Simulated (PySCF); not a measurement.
Li(OH) (HLiO), SMILES [OH][Li]. Heavy atoms are numbered as in [Li:1][OH:2]. Hydrogens are named by the atom that carries them.

Geometry: r2SCAN-D4/def2-TZVPD. The isomer is the one that the SMILES or the coordinates give; other isomers of the formula were not compared.

All values below come from CAM-B3LYP/def2-TZVPD run with PySCF.

Mulliken values depend strongly on the basis, most of all with diffuse functions as here. ESP charges are fitted to the potential on shells at 1.4 to 2.0 van der Waals radii. Atomic charges (e), one atom of each kind:

| atom | Mulliken | ESP fit | meta-Löwdin |
|---|---|---|---|
| Li1 | 0.81 | 0.90 | 0.87 |
| O2 (OH) | -0.96 | -1.45 | -1.18 |
| H on O2 | 0.15 | 0.55 | 0.31 |
